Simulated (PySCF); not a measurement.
## C2H6BF: core ionisation energies

Species: BMe2F, C₂H₆BF.
Cartesian coordinates in Å at the PBE0-D3(BJ)/def2-SVP level; atoms count from 1:
```xyz
10
C2H6BF angstrom
B     -0.2856   -0.4772   -0.0156
C      1.2785   -0.5710   -0.0097
H      1.5972   -0.6083    1.0493
H      1.7662    0.3121   -0.4480
H      1.6580   -1.4851   -0.4892
C     -1.1010    0.8605    0.0185
H     -1.3198    1.1340   -1.0310
H     -0.5432    1.7028    0.4526
H     -2.0718    0.7537    0.5247
F     -0.9787   -1.6215   -0.0515
```

The calculation used PySCF, delta-SCF UKS SCAN, pcX-2 on the ionised atom, pcseg-1 elsewhere, spin-free X2C. These are vertical core ionisation energies against the vacuum level, from separate self-consistent calculations with and without the core hole.

Q: List the computed XPS lines with their assignment.

A: 
```json
{"atom(s)": "B1", "environment": "boron bonded to 2 C and F", "level": "B 1s", "binding energy (eV)": "197.54", "count": "1"}
{"atom(s)": "C2/C6", "environment": "carbon bonded to B and 3 H", "level": "C 1s", "binding energy (eV)": "290.39", "count": "2"}
{"atom(s)": "F10", "environment": "fluorine bonded to B", "level": "F 1s", "binding energy (eV)": "692.67", "count": "1"}
```

Q: Give the binding energy of F 1s of F10 in hartree and in kJ/mol.

A: 692.67 eV = 25.4552 Eh = 66832 kJ/mol.

The first atom of each set that the bonding makes equivalent was ionised and stands for the set. Geometry: PBE0-D3(BJ)/def2-SVP; no solvent, vibrations or thermal averaging.
